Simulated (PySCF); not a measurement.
## Gd(54+) (gadolinium, charge +54) across methods

[Ne], closed-shell 1S. Computed with PySCF 2.14 in an even-tempered Gaussian basis (17 s from 31 bohr⁻², ratio 2.2; 10 p from 40 bohr⁻², ratio 2.2; 6 d from 160 bohr⁻², ratio 2.4; 5 f from 240 bohr⁻², ratio 2.4; 4 g from 360 bohr⁻², ratio 2.4), with no relativity, point nucleus.

| method | E (hartree) | mean ε 1s (eV) | mean ε 2s (eV) | mean ε 2p (eV) | Σ⟨r²⟩ (bohr²) | ⟨S²⟩ |
| --- | --- | --- | --- | --- | --- | --- |
| PBE0 | -7645.83 | -51334.1 | -11409.1 | -11100.8 | 0.07525 | 0.000 |
| r2SCAN0 | -7646.63 | -51381.3 | -11427.2 | -11113.4 | 0.07521 | 0.000 |
| B97-3 | -7645.87 | -51338.4 | -11413.0 | -11103.3 | 0.07523 | 0.000 |
| r2SCAN | -7646.61 | -51282.8 | -11391.8 | -11082.8 | 0.07521 | 0.000 |
| LDA | -7638.97 | -51176.8 | -11359.1 | -11061.3 | 0.07532 | 0.000 |
| PBE | -7645.55 | -51219.8 | -11367.4 | -11065.9 | 0.07528 | 0.000 |

(1) Estimate the same row for UHF.

A non-relativistic calculation at this Z misses sizeable relativistic shifts. Spin-orbit coupling, which splits the p, d and f shells strongly at this Z, is absent.

Answers

(1) E (hartree) = -7646.23007; mean ε 1s (eV) = -51676.4; mean ε 2s (eV) = -11532.2; mean ε 2p (eV) = -11203.8; Σ⟨r²⟩ (bohr²) = 0.07519; ⟨S²⟩ = 0.000.
